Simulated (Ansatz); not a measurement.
CH8Si2, triplet, at the geometry of the source list (a higher spin typed on purpose: for a closed-shell molecule this is an excited state); CCSD/STO-3G (Ansatz, a first-principles code).

Ansatz was given this input:
Ansatz 0.2 input:
```yaml
crystal:
  periodic: [false, false, false]
  atoms:
    - {symbol: Si, position_ang: [1.44550000, 0.72650000, 0.01360000]}
    - {symbol: C, position_ang: [0.23090000, -0.72850000, -0.12920000]}
    - {symbol: Si, position_ang: [-1.59710000, -0.24800000, 0.07130000]}
    - {symbol: H, position_ang: [2.82320000, 0.25020000, -0.15520000]}
    - {symbol: H, position_ang: [1.15270000, 1.71520000, -1.02630000]}
    - {symbol: H, position_ang: [1.31490000, 1.34820000, 1.33300000]}
    - {symbol: H, position_ang: [0.48530000, -1.47850000, 0.62030000]}
    - {symbol: H, position_ang: [0.36710000, -1.21120000, -1.09740000]}
    - {symbol: H, position_ang: [-1.96900000, 0.71540000, -0.96690000]}
    - {symbol: H, position_ang: [-1.80660000, 0.34830000, 1.39230000]}
    - {symbol: H, position_ang: [-2.44690000, -1.43760000, -0.05530000]}
basis:
  gaussian:
    orbitals: STO-3G
magnetization: {spin_polarized: true, initial_magnetization: 2}
correlation: {method: ccsd}
```

Task: Predict the main parts of the log of this Ansatz run.

Result: 
```
Functional definition: HF
368 factors; integrals over basis functions are off by at most 3.2e-5 eV
mean field evaluation 1: about -16674.2573 eV, gradient 8.9e0 eV
mean field evaluation 2: about -16674.3606 eV, gradient 8.9e0 eV
mean field evaluation 4: about -16675.9119 eV, gradient 1.9e0 eV
mean field evaluation 8: about -16676.0771 eV, gradient 5.0e-2 eV
mean field evaluation 16: about -16676.4536 eV, gradient 1.4e0 eV
mean field evaluation 32: about -16675.9801 eV, gradient 1.6e-2 eV
mean field evaluation 64: about -16673.7058 eV, gradient 1.2e1 eV
mean field evaluation 96: about -16670.3684 eV, gradient 1.1e1 eV
mean field evaluation 128: about -16675.0690 eV, gradient 2.5e0 eV
mean field evaluation 160: about -16675.0805 eV, gradient 4.0e-2 eV
mean field evaluation 192: about -16675.0294 eV, gradient 6.4e-1 eV
mean field evaluation 224: about -16672.4105 eV, gradient 5.6e-2 eV
mean field evaluation 256: about -16672.1556 eV, gradient 2.0e-3 eV
mean field evaluation 288: about -16676.0756 eV, gradient 1.4e-1 eV
mean field -16676.65759742 eV, -612.8558628606 hartree, gradient 1.1e-6 eV, S^2 2.013989; 8 other end points of the search recorded, 0 dependent functions left out
determinant -16676.65759742 eV, -612.8558628606 hartree, with singles and doubles -16681.38804588 eV, -613.0297036353 hartree
determinant -16676.65736231 eV, -612.8558542207 hartree, with singles and doubles -16681.38784022 eV, -613.0296960772 hartree
determinant -16676.07594587 eV, -612.8344875606 hartree, with singles and doubles -16681.31611212 eV, -613.0270601184 hartree
determinant -16675.75726325 eV, -612.8227761900 hartree, with singles and doubles -16680.66315919 eV, -613.0030645408 hartree
determinant -16675.13340143 eV, -612.7998496912 hartree, with singles and doubles -16680.86976845 eV, -613.0106572908 hartree
determinant -16675.08055022 eV, -612.7979074449 hartree, with singles and doubles -16680.90460961 eV, -613.0119376799 hartree
determinant -16675.03642984 eV, -612.7962860508 hartree, with singles and doubles -16680.93204627 eV, -613.0129459586 hartree
determinant -16674.17713623 eV, -612.7647075932 hartree, with singles and doubles -16680.26723634 eV, -612.9885146443 hartree
determinant -16676.65759742 eV, -612.8558628606 hartree, with singles and doubles -16681.40523928 eV, -613.0303354811 hartree
determinant -16676.65736231 eV, -612.8558542207 hartree, with singles and doubles -16681.40503967 eV, -613.0303281455 hartree
determinant -16676.07594587 eV, -612.8344875606 hartree, with singles and doubles -16681.32644492 eV, -613.0274398418 hartree
determinant -16675.13340143 eV, -612.7998496912 hartree, with singles and doubles -16681.33760950 eV, -613.0278501324 hartree
determinant -16675.08055022 eV, -612.7979074449 hartree, with singles and doubles -16681.04382740 eV, -613.0170538393 hartree
determinant -16675.03642984 eV, -612.7962860508 hartree, with singles and doubles -16681.05165667 eV, -613.0173415595 hartree
11 core orbitals not correlated
reference -16676.65759742 eV, -612.8558628606 hartree; 11, 9 occupied and 9, 11 virtual orbitals, 368 factors
second order -3.21138219 eV of doubles, -0.00000000 eV of singles
cycle   1  -4.74763705 eV  change    4.8e-6 eV  update   6.7e-6
Total energy: -16681.40523447 eV, -613.0303353043 hartree
```
